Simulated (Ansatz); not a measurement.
The cluster SrS₂, relaxed as a singlet with RKS PBE0-D4/def2-TZVP in Ansatz, starting from the GFN1-xTB geometry. Force threshold 0.02 eV/Å.

In the def2 sets Sr takes a core potential; there is no spin–orbit coupling. The structure comes from a short search, and lower isomers may exist.

Start:

```
atom    x (Å)    y (Å)    z (Å)
 Sr1   0.6970   0.5015   0.4574
  S2  -1.0640   1.5245  -1.0890
  S3   0.3670  -2.0260   0.6315
```

Estimate the energy that the relaxation releases and the steps that it takes.

72.1 kcal/mol, in 9 steps; 9.5 s on 4 threads of Arm Neoverse V2 on a shared host. No frequencies were taken in this run, so the end may be a saddle point.

Does the start keep its bonding and symmetry?

Bonds formed: S2–S3 (atoms count from 1). The end is the same structure that another start reached, the lowest one found. Point group C2v at the start, C2v at the end, both within 0.05 Å.

Predict the relaxed structure.


Cartesian coordinates in Å:
```
Sr 1.121 0.808 0.736
S -0.924 0.498 -0.805
S -0.197 -1.307 0.070
```
Bond lengths: 2 × S–Sr 2.58 Å; 1 × S–S 2.13 Å.
